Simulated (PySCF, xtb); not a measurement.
selenium dioxide cation (O2Se), SMILES O=[Se]=O (connectivity only; charge and spin as stated), charge +1, multiplicity 2.

Harmonic wavenumbers (cm⁻¹) from GFN2-xTB in xtb at its own minimum, in rising order: 340, 919, 928.

What does r2SCAN-D4/def2-TZVP in PySCF give at its own minimum? (Estimate from the structure and the level; the computed values follow.)

294, 678, 919. Paired by order, the mean absolute difference is 98 cm⁻¹ and the zero-point energies are 3.1 and 2.7 kcal/mol.
